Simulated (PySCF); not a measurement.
Löwdin shares of the frontier orbitals

Compound: C₇H₇BF₂S.
SMILES with atom numbers: `[CH2:1]=[CH:2][CH2:3][c:4]1[cH:5][cH:6][c:7]([B:8]([F:9])[F:10])[s:11]1` (hydrogens: H12, H13 on C1; H14 on C2; H15, H16 on C3; H17 on C5; H18 on C6)

Method used: TDDFT CAM-B3LYP/def2-SVPD, vertical, gas phase, core orbitals frozen in the response (PySCF 2.14.0, density-fitted response routines). Geometry: PBE0-D3(BJ)/def2-SVP, one conformer, isolated molecule. Torsions of this conformer, `[CH2:1]=[CH:2][CH2:3][c:4]1[cH:5][cH:6][c:7]([B:8]([F:9])[F:10])[s:11]1`: C1–C2–C3–C4 -121°, C2–C3–C4–C5 105°, C6–C7–B8–F9 2°.

Frontier orbitals with the atoms that hold most of them (Löwdin shares over 4%, at most four atoms; ? is withheld):

```tsv
orbital	ε (eV)	atoms
HOMO-3	-11.29	S11 50%, C4 10%, C7 7%, C5 6%
HOMO-2	-9.25	C1 38%, C2 36%, C3 8%
HOMO-1	-8.85	S11 43%, C5 19%, C6 18%, C4 8%
HOMO	?	?
LUMO	-0.57	?
LUMO+1	0.91	B8 21%, S11 14%, C1 13%, C2 11%
LUMO+2	1.11	C2 19%, B8 18%, C1 17%, S11 8%
```

Problem. Which atoms hold the LUMO, and with what shares?

Solution. C4 (bonded to 2 C and S) 16%; S11 (bonded to 2 C) 16%; C7 (bonded to B, C and S) 16%; C6 (bonded to 2 C and H) 15%. By element: carbon 47% or more, sulfur 16%.

Problem. Give the leading atoms of the HOMO.

Solution. C7 (bonded to B, C and S) 27%; C4 (bonded to 2 C and S) 23%; C5 (bonded to 2 C and H) 14%; C6 (bonded to 2 C and H) 12%.

Problem. What is the HOMO energy, and the HOMO–LUMO gap?

Solution. ε(HOMO) = -8.41 eV; the gap is 7.84 eV (0.2879 hartree).

Problem. The HOMO–LUMO gap is 7.84 eV. Where does the response calculation put the lowest singlet, and from which orbitals?

Solution. S1 is at 5.04 eV (f = 0.310), 2.79 eV below the gap, made of HOMO→LUMO (89%). 

Problem. Give energy, strength and leading configuration of S1, S2, S3 and S6, and follow the Löwdin shares of the leading atoms from the occupied to the empty orbital.

Solution. 
- S1 (5.04 eV, f 0.310), HOMO→LUMO (89%): C7 27% → 16%, C4 23% → 16%, S11 at most 12% → 16%
- S2 (5.31 eV, f 0.079), HOMO-1→LUMO (85%): S11 43% → 16%, C5 19% → at most 16%, C4 8% → 16%
- S3 (6.34 eV, f 0.021), HOMO-2→LUMO (94%): C1 38% → at most 16%, C2 36% → at most 16%, C4 at most 4% → 16%, S11 at most 4% → 16%
- S6 (6.66 eV, f 0.016), HOMO→LUMO+1 (86%): C7 27% → at most 11%, C4 23% → at most 11%, B8 at most 12% → 21%, S11 at most 12% → 14%
